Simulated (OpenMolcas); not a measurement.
**SiF4 (silicon tetrafluoride): a line through the functionals**

SiF4: 5 atoms, total charge 0, spin state singlet. As SMILES, `F[Si](F)(F)F`. The shape is that of a PBE0-D4/def2-TZVP optimisation.

The vertical ionisation energy (to the doublet cation) y, in eV, basis 6-311+G(d,p); a is the functional's share of exact exchange. Programs: OpenMolcas 26.06.

```
functional     program     a  y (eV)
      TPSS  OpenMolcas     0   14.64
      BLYP  OpenMolcas     0   14.50
     B3LYP  OpenMolcas   0.2       ?
      PBE0  OpenMolcas  0.25   15.59
     BHLYP  OpenMolcas   0.5   16.48
```

Fit y = c + s·a to the known rows and predict B3LYP.


1. Means of the 4 rows: a = 0.1875, y = 15.303.
2. Σ(Δa)² = 0.17188, Σ(Δa·Δy) = 0.66063, so the slope is 0.66063/0.17188 = 3.8436.
3. Intercept: 15.303 − (3.8436) × 0.1875 = 14.582. The largest residual of the fit is 0.082.
4. B3LYP: 14.582 + (3.8436) × 0.2 = 15.35 eV.

The run gave 15.55 eV, so the prediction is off by -0.20 eV, more than the largest residual. The rows mix families of semi-local functionals, which the line can't see.
